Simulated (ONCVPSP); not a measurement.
**Before and after: ONCV potential for Ir**

* Element: Ir
* Generator: ONCVPSP 4.0.1
* Type: optimised norm-conserving Vanderbilt (ONCV)
* Functional: PBE
* Relativity: non-relativistic
* Frozen core: [Kr] 4d10 4f14
* Valence charge: 17
* Reference configuration: 5s2 5p6 5d7 6s2
* Partial waves: 5s+6s: rc 1.50 bohr, ncon 3, nbas 7, qcut 6.9 1/bohr, 2 projectors; 5p: rc 1.90 bohr, ncon 4, nbas 9, qcut 7.9 1/bohr, 2 projectors, debl 3.9 Ha; 5d: rc 2.15 bohr, ncon 3, nbas 7, qcut 6.9 1/bohr, 2 projectors, debl 2.2 Ha
* Local potential: polynomial inside 1.25 bohr (lpopt 5, dvloc0 3 Ha)
* Core correction: Teter function, fcfact 3.75, rcfact 1.25

All-electron outer shells of the reference configuration (PBE, non-relativistic, ld1.x):

```tsv
shell	level (eV)	outermost node (bohr)	outermost maximum (bohr)
5s	-78.98	0.55	0.98
4f	-74.14	–	0.39
5p	-51.06	0.56	1.04
5d	-8.93	0.59	1.28
6s	-5.08	1.29	2.70
```

Change: local potential polynomial inside 1.25 bohr (lpopt 5, dvloc0 -2.5 Ha).

Cutoffs: the cutoffs (Ha) at which the residual kinetic energy of the hardest occupied pseudo-wave falls to 1 and 0.1 mHa per electron; they do not see the model core or the augmentation charge, which bear on the density cutoff. Errors are all-electron minus pseudo energies relative to the spin-unpolarised reference configuration.

Q: Predict the effect on cutoff, ghosts and configuration errors.

A: The potential gets neither clearly harder nor softer (20 Ha and 24 Ha → 20 Ha and 24 Ha); a bound ghost appears in d, which as a rule spoils a file; the errors of the 4 common tests hardly move; the range in which the s phases agree narrows (upper end at the end of the scan → 2.4). In the separable form a ghost depends on how the local part lies against the semilocal potential of the channel, so the choice of the local part can create or remove one.

| quantity | base | changed |
| --- | --- | --- |
| cutoff, loose | 20 Ha | 20 Ha |
| cutoff, tight | 24 Ha | 24 Ha |
| bound ghosts | none | d |
| GHOST(+) flags under 300 eV | s at 193.9 eV | s at 89.7 eV |
| error for 5s2 5p6 5d7 6s1, meV [ΔE 8.25 eV] | -0.1 | -0.1 |
| error for 5s2 5p6 5d7 6s0, meV [ΔE 23.34 eV] | -0.7 | -0.7 |
| error for 5s2 5p6 5d6 6s0, meV [ΔE 54.73 eV] | +2.6 | +2.5 |
| error for 5s2 5p6 5d6 6s2, meV [ΔE 14.08 eV] | +3.2 | +3.0 |
| s: phases at 1.52 bohr within 0.05 rad from the reference energy up to (Ha; the scan ends near 5) | to the end of the scan | 2.4 |
| p: phases at 1.93 bohr within 0.05 rad from the reference energy up to (Ha; the scan ends near 5) | to the end of the scan | to the end of the scan |
| d: phases at 2.18 bohr within 0.05 rad from the reference energy up to (Ha; the scan ends near 5) | to the end of the scan | to the end of the scan |
| rms error of d²Exc/dni dnj with the model core, mHa | 0.49 | 0.49 |

 A true bound ghost makes a file unfit for plane-wave use even where its test errors are small: the radial tests pick states by their node count and pass the ghost by.
